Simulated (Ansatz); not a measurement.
Ideal-gas functions of CH₃BBrFSi, SMILES `FB1C[SiH]1Br` at 400 K and 1 bar, from an Ansatz frequency run at PBE0-D4/def2-TZVP.

Molar mass 152.83 g/mol, point group C1 (symmetry number 1), electronic degeneracy 1, moments of inertia 91.7, 446.605, 497.069 u Å². Harmonic wavenumbers (cm⁻¹, unscaled): 81, 149, 253, 338, 390, 468, 533, 627, 678, 720, 805, 883, 1019, 1343, 1491, 2251, 3069, 3165.

Use S(trans) = R[1.5 ln M + 2.5 ln T − 1.1517]; rotational temperatures θ = 24.2544 K / I; S(rot) = R[ln(√π/σ · √(T³/θAθBθC)) + 1.5]; for each mode x = 1.438777 ν̃/T, S = R[x/(eˣ − 1) − ln(1 − e⁻ˣ)] and H = RT x/(eˣ − 1); 1 cm⁻¹ = 0.0119627 kJ/mol; R = 8.31446 J/(mol·K).

**Question.** By hand: the entropy, in J/(mol·K).

**Answer.** Translation 177.7. Rotation: θ = 0.2645, 0.0543, 0.0488 K, giving 122.1. Vibration, mode by mode: 18.60, 13.60, 9.38, 7.18, 6.15, 4.90, 4.07, 3.12, 2.70, 2.40, 1.88, 1.51, 1.02, 0.39, 0.25, 0.02, 0.00, 0.00, in all 77.2. Electronic 0.0. Sum 377.0 J/(mol·K).

**Question.** By hand: H − E and G − E in kJ/mol, counted from the electronic energy.

**Answer.** Zero-point energy ½ × 18263 × 0.0119627 = 109.2; thermal vibration 16.9; translation, rotation and pV give 4 RT = 13.3. H − E = 139.4 kJ/mol, and G − E = 139.4 − 400 × 377.0/1000 = -11.4 kJ/mol.

Vibration gives 20 % of the entropy, 32.2 J/(mol·K) of it from the modes under 150 cm⁻¹: soft modes count most, and the harmonic formula is weakest for them. The sum counts one conformer and one mirror image; others add a mixing term.
